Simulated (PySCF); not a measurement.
First SCF of a structure search on quartet TcI₂, at a hand-made linear geometry. PySCF input:

```python
from pyscf import gto, scf, dft
mol = gto.M(atom='''
Tc     0.000000     0.000000     0.000000
I      0.000000     0.000000     2.610000
I      0.000000     0.000000    -2.610000''',
    basis={'Tc': 'def2-SVP', 'I': 'def2-SVP'},
    ecp={'Tc': 'def2-SVP', 'I': 'def2-SVP'},
    charge=0, spin=3)
mf = dft.UKS(mol, xc='B3LYP')
mf.grids.atom_grid = (50, 194)
aux = {'Tc': 'def2-universal-JKFIT', 'I': 'def2-universal-JKFIT'}
mf = mf.density_fit(auxbasis=aux)
mf.conv_tol = 1e-08
mf.diis_space = 10
mf.max_cycle = 60
mf.init_guess = 'huckel'
mf.verbose = 4
mf.kernel()
```

Excerpt of the output (cycles alone):

```
init E= -675.92766408795
cycle= 1 E= -669.248404840385  delta_E= 6.68  |g|= 2.87  |ddm|= 4.33
cycle= 2 E= -621.119117813019  delta_E= 48.1  |g|= 4.34  |ddm|= 13.1
cycle= 3 E= -669.82304955948  delta_E= -48.7  |g|= 2.75  |ddm|= 12.9
cycle= 4 E= -670.109116842414  delta_E= -0.286  |g|=  2.7  |ddm|= 0.474
cycle= 5 E= -670.083069996631  delta_E= 0.026  |g|= 2.69  |ddm|= 0.355
cycle= 6 E= -669.915914517399  delta_E= 0.167  |g|= 2.72  |ddm|= 0.102
cycle= 7 E= -670.073585457812  delta_E= -0.158  |g|= 2.68  |ddm|= 0.302
cycle= 8 E= -670.079210401733  delta_E= -0.00562  |g|= 2.66  |ddm|= 0.142
cycle= 9 E= -670.841578565778  delta_E= -0.762  |g|= 2.55  |ddm|= 0.517
cycle= 10 E= -670.806940373842  delta_E= 0.0346  |g|= 2.56  |ddm|= 0.059
cycle= 11 E= -670.805058242263  delta_E= 0.00188  |g|= 2.56  |ddm|= 0.109
cycle= 12 E= -670.143937652962  delta_E= 0.661  |g|= 2.67  |ddm|= 0.627
cycle= 13 E= -665.648084310948  delta_E=  4.5  |g|= 3.18  |ddm|= 9.26
... 10 lines left out ...
cycle= 24 E= -676.430307531293  delta_E= -9.36e-07  |g|= 0.000229  |ddm|= 0.00397
cycle= 25 E= -676.430308230148  delta_E= -6.99e-07  |g|= 0.000133  |ddm|= 0.00548
cycle= 26 E= -676.430308339687  delta_E= -1.1e-07  |g|= 4.92e-05  |ddm|= 0.002
cycle= 27 E= -676.430308368435  delta_E= -2.87e-08  |g|= 4.45e-05  |ddm|= 0.00067
cycle= 28 E= -676.430308399421  delta_E= -3.1e-08  |g|= 3.05e-05  |ddm|= 0.000817
cycle= 29 E= -676.430308431152  delta_E= -3.17e-08  |g|= 2.46e-05  |ddm|= 0.00131
cycle= 30 E= -676.43030844247  delta_E= -1.13e-08  |g|= 6.06e-06  |ddm|= 0.00116
cycle= 31 E= -676.430308442841  delta_E= -3.71e-10  |g|= 4.83e-06  |ddm|= 6.6e-05
Extra cycle  E= -676.430308443132  delta_E= -2.91e-10  |g|= 6.62e-06  |ddm|= 5.15e-05
converged SCF energy = -676.430308443132  <S^2> = 3.841468  2S+1 = 4.0454755
```

This is not the lowest solution: another start and a stability analysis within the same unrestricted form found one 21.6 kJ/mol lower, at -676.43853 Eh.

With open d or f shells other occupations or spin states may lie lower. With an element this heavy the missing spin–orbit coupling can shift these numbers.

The search for the lowest solution, 3 starts and the stability check together, took 37 s on 2 threads of a shared Arm Neoverse V1 host, with 83 basis functions; the process peaked at 0.37 GiB. Launch command: `OMP_NUM_THREADS=2 python axn.py task.json out`.
